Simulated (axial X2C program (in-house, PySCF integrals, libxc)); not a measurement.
**Low determinants of CuB⁺ at the PBE0 level, 2c**

Calculated with an in-house relativistic program for diatomic molecules. Two-component (2c) means X2C with spin–orbit coupling and atomic mean-field two-electron Coulomb and Gaunt terms. Basis: Cu dyall-cv3z [9s9p6d3f2g], B dyall-v3z [7s6p2d1f] (cores contracted in-house); Gaussian nuclei, density fitting, unrestricted open shells. Masses: Cu 62.930 u, B 11.009 u.

Search at 1.901 Å (vertical energies from the lowest determinant):

| ΔE (eV) | state | electrons beyond evenly filled partner blocks | electrons in ±ω = 1/2, 3/2, 5/2, 7/2 |
| --- | --- | --- | --- |
| 0.00 | Ω = 1/2 | ω = 1/2 | 23 8 2 0 |
| 1.54 | Ω = 3/2 | ω = 3/2 | 22 9 2 0 |
| 3.20 | Ω = 5/2 | 2 × ω = 1/2, ω = 3/2 | 22 9 2 0 |
| 3.53 | Ω = 5/2 | ω = 5/2 | 24 8 1 0 |
| 3.63 | Ω = 3/2 | ω = 3/2 | 24 7 2 0 |
| 4.02 | Ω = 3/2 | 3 × ω = 1/2 | 23 8 2 0 |
| 4.04 | Ω = 1/2 | 2 × ω = -1/2, ω = 3/2 | 22 9 2 0 |

Lowest determinant, Ω = 1/2 (⟨Sz⟩ = 0.50, ⟨Lz⟩ = 0.00 at PBE0): Re = 1.899 Å, ωe = 535.6 cm⁻¹.

The determinant in row 2 of the search, Ω = 3/2 (⟨Sz⟩ = 0.50, ⟨Lz⟩ = 1.00 at PBE0), was followed along the bond at PBE0; measured from the minimum of the lowest determinant it gives:

Te = 1.540 eV (12418 cm⁻¹), Re = 1.880 Å, ωe = 503.7 cm⁻¹.

(1) Compare the bond of the determinant in row 2 with that of the lowest one.

The search compares states at one distance, so a state with another bond length can lie lower; it is not exhaustive and yields mostly the lowest determinant of each block pattern, so other components and higher states of one pattern are missing. These are energies of single determinants, not of spin-adapted states; PBE0 term energies can be off by some tenths of an eV, and the functional has no current term.

Results:

(1) At PBE0 its Re is 0.019 Å shorter and its force constant, which goes as ωe², is 0.88 times that of the lowest determinant. T0 ≈ Te + Δωe/2 = 12418 + (-16) = 12402 cm⁻¹.
